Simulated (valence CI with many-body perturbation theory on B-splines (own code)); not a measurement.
## Mg⁷⁺: calculated level list

Method: valence CI with perturbative core correlation (CI+MBPT): three valence electrons over a frozen Dirac-Fock core [He], a basis of 11 s, 11 p, 10 d, 8 f, 5 g, 2 h functions for each j, with the one-electron correlation potential Σ1, the two-electron term Σ2, the three-electron term Σ3, Breit, model QED; selected CI, second order for the rest, scaled by the run's own slope (own B-spline code, finite nucleus).

No measured levels were compared; by estimate levels hold to about 100 cm⁻¹ or 0.05 % of their energy and the worst to 300 or 400 cm⁻¹, as in measured light ions of charge 2 to 7.

Levels 136 to 180 of 194, with energies above the lowest level, 2s2 2p 2P°_1/2. "Leading %" is the weight of the configuration and term that name the level; weights of strongly mixed levels are sums over their largest components and can fall short. In the jj column 3d3/2^4 stands for four electrons in 3d with j = 3/2.

| No. | Configuration | Term | J | E (eV) | Leading % | Second component | Leading jj |
| --- | --- | --- | --- | --- | --- | --- | --- |
| 136 | 2s 2p 4p | 4D | 1/2 | 224.49 | 91 | 8 % 2s 2p 4p 2P | 2s 2p1/2 4p1/2 (89 %) |
| 137 | 2s 2p 4p | 4D | 3/2 | 224.58 | 95 |  | 2s 2p1/2 4p1/2 (44 %) |
| 138 | 2s 2p 4p | 4D | 5/2 | 224.72 | 97 |  | 2s 2p1/2 4p3/2 (47 %) |
| 139 | 2s 2p 4p | 2P | 1/2 | 224.83 | 89 | 8 % 2s 2p 4p 4D | 2s 2p3/2 4p3/2 (46 %) |
| 140 | 2s 2p 4p | 2P | 3/2 | 224.90 | 79 | 12 % 2s 2p 4p 4S | 2s 2p1/2 4p3/2 (34 %) |
| 141 | 2s 2p 4p | 4D | 7/2 | 224.93 | 99 |  | 2s 2p3/2 4p3/2 (99 %) |
| 142 | 2s 2p 4p | 4S | 3/2 | 225.18 | 73 | 14 % 2s 2p 4p 2P | 2s 2p3/2 4p3/2 (60 %) |
| 143 | 2s 2p 4p | 4P | 1/2 | 225.38 | 98 |  | 2s 2p1/2 4p1/2 (51 %) |
| 144 | 2s 2p 4p | 4P | 3/2 | 225.54 | 84 | 14 % 2s 2p 4p 4S | 2s 2p3/2 4p1/2 (74 %) |
| 145 | 2s 2p 4p | 4P | 5/2 | 225.61 | 97 |  | 2s 2p3/2 4p3/2 (57 %) |
| 146 | 2s 2p 4p | 2D | 3/2 | 226.00 | 96 |  | 2s 2p1/2 4p3/2 (51 %) |
| 147 | 2s 2p 4p | 2D | 5/2 | 226.24 | 96 |  | 2s 2p3/2 4p3/2 (50 %) |
| 148 | 2s 2p 4p | 2S | 1/2 | 226.84 | 70 | 26 % 2s2 5s 2S | 2s 2p3/2 4p3/2 (48 %) |
| 149 | 2s 2p 4d | 4F° | 3/2 | 226.85 | 97 |  | 2s 2p1/2 4d3/2 (82 %) |
| 150 | 2s 2p 4d | 4F° | 5/2 | 226.93 | 96 |  | 2s 2p1/2 4d3/2 (37 %) |
| 151 | 2s 2p 4d | 4F° | 7/2 | 227.04 | 96 |  | 2s 2p1/2 4d5/2 (45 %) |
| 152 | 2s 2p 4d | 4F° | 9/2 | 227.22 | 99 |  | 2s 2p3/2 4d5/2 (99 %) |
| 153 | 2s 2p 4d | 4D° | 5/2 | 227.58 | 60 | 27 % 2s 2p 4d 4P° | 2s 2p1/2 4d5/2 (71 %) |
| 154 | 2s 2p 4d | 4D° | 3/2 | 227.58 | 83 | 11 % 2s 2p 4d 4P° | 2s 2p1/2 4d5/2 (32 %) |
| 155 | 2s 2p 4d | 4D° | 1/2 | 227.58 | 96 |  | 2s 2p1/2 4d3/2 (58 %) |
| 156 | 2s2 5s | 2S | 1/2 | 227.58 | 67 | 27 % 2s 2p 4p 2S | 2s^2 5s (67 %) |
| 157 | 2s 2p 4d | 4D° | 7/2 | 227.75 | 96 |  | 2s 2p3/2 4d5/2 (70 %) |
| 158 | 2s 2p 4d | 2D° | 3/2 | 227.76 | 92 | 4 % 2s 2p 4d 4D° | 2s 2p3/2 4d5/2 (38 %) |
| 159 | 2p2 3d | 2D | 5/2 | 227.81 | 87 | 5 % 2s2 3d 2D | 2p3/2^2 3d5/2 (57 %) |
| 160 | 2s 2p 4d | 2D° | 5/2 | 227.82 | 72 | 21 % 2s 2p 4d 4D° | 2s 2p3/2 4d3/2 (70 %) |
| 161 | 2p2 3d | 2D | 3/2 | 227.85 | 87 | 5 % 2s2 3d 2D | 2p3/2^2 3d3/2 (62 %) |
| 162 | 2s 2p 4d | 4P° | 5/2 | 227.97 | 68 | 16 % 2s 2p 4d 2D° | 2s 2p3/2 4d5/2 (76 %) |
| 163 | 2s 2p 4d | 4P° | 3/2 | 228.02 | 88 | 10 % 2s 2p 4d 4D° | 2s 2p3/2 4d3/2 (66 %) |
| 164 | 2s 2p 4d | 4P° | 1/2 | 228.06 | 96 |  | 2s 2p3/2 4d3/2 (91 %) |
| 165 | 2s 2p 4f | 4G | 5/2 | 228.74 | 49 | 46 % 2s 2p 4f 4F | 2s 2p1/2 4f5/2 (77 %) |
| 166 | 2s 2p 4f | 4F | 7/2 | 228.74 | 55 | 33 % 2s 2p 4f 4G | 2s 2p1/2 4f7/2 (73 %) |
| 167 | 2s 2p 4f | 4F | 3/2 | 228.81 | 95 |  | 2s 2p1/2 4f5/2 (56 %) |
| 168 | 2s 2p 4f | 4F | 9/2 | 228.82 | 63 | 30 % 2s 2p 4f 4G | 2s 2p1/2 4f7/2 (62 %) |
| 169 | 2s 2p 4d | 2F° | 5/2 | 228.87 | 96 |  | 2s 2p1/2 4d5/2 (46 %) |
| 170 | 2s 2p 4f | 4F | 5/2 | 228.89 | 43 | 38 % 2s 2p 4f 4G | 2s 2p1/2 4f5/2 (37 %) |
| 171 | 2s 2p 4f | 4G | 7/2 | 228.96 | 41 | 32 % 2s 2p 4f 2F | 2s 2p1/2 4f5/2 (49 %) |
| 172 | 2s 2p 4f | 2G | 7/2 | 229.00 | 50 | 24 % 2s 2p 4f 4F | 2s 2p1/2 4f7/2 (49 %) |
| 173 | 2s2 5p | 2P° | 1/2 | 229.02 | 92 | 6 % 2p2 5p 2P° | 2s^2 5p1/2 (92 %) |
| 174 | 2s2 5p | 2P° | 3/2 | 229.04 | 92 | 6 % 2p2 5p 2P° | 2s^2 5p3/2 (92 %) |
| 175 | 2s 2p 4f | 2F | 5/2 | 229.09 | 76 | 12 % 2s 2p 4f 4G | 2s 2p3/2 4f7/2 (29 %) |
| 176 | 2s 2p 4d | 2F° | 7/2 | 229.10 | 97 |  | 2s 2p3/2 4d3/2 (53 %) |
| 177 | 2s 2p 4f | 4G | 9/2 | 229.12 | 64 | 34 % 2s 2p 4f 4F | 2s 2p3/2 4f7/2 (69 %) |
| 178 | 2s 2p 4f | 4G | 11/2 | 229.18 | 99 |  | 2s 2p3/2 4f7/2 (99 %) |
| 179 | 2s 2p 4f | 2F | 7/2 | 229.24 | 37 | 26 % 2s 2p 4f 2G | 2s 2p3/2 4f5/2 (76 %) |
| 180 | 2s 2p 4d | 2P° | 3/2 | 229.25 | 96 |  | 2s 2p3/2 4d5/2 (47 %) |

Names give the largest LS component (configuration and term), which can be under half, so a name can repeat, a term be missing and a line seem to break the LS rules; names also repeat where a configuration has a term twice.

Where two levels of one J and parity lie close, their mixing, g and order are uncertain.
